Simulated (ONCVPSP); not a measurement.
**PBE ONCV dataset for phosphorus, scalar-relativistic all-electron reference.**

ONCVPSP 4.0.1 input, shortened (lines: element, Z, core and valence counts, functional; n l f; lmax; l rc ep ncon nbas qcut; lloc lpopt rc5 dvloc0; l nproj debl; icmod fcfact rcfact), PBE, scalar-relativistic:

```
  P 15.00    1    4        4      upf
    1    0    2.00
    2    0    2.00
    2    1    6.00
    3    0    2.00
    3    1    3.00
    2
    0    0.75    0.00    3    6   16.20
    1    0.80    0.00    4    7   20.40
    2    0.75    0.46    3    6   11.70
    2    5    0.75    0.00
    0    2    0.50
    1    2    0.50
    2    0    0.90
    3    5.75    1.00
```

* Cutoffs needed: 144 Ha and 164 Ha (the cutoffs (Ha) at which the residual kinetic energy of the hardest occupied pseudo-wave falls to 1 and 0.1 mHa per electron)
* Ghost test: no bound ghost flagged; no localised positive-energy state flagged
* Largest excitation error: +283 meV (all-electron minus pseudo) for 2s2 2p5 3s2 3p3, out of 4 test configurations
* rms error of d²Exc/dni dnj: 1.71 mHa without and 2.30 mHa with the model core
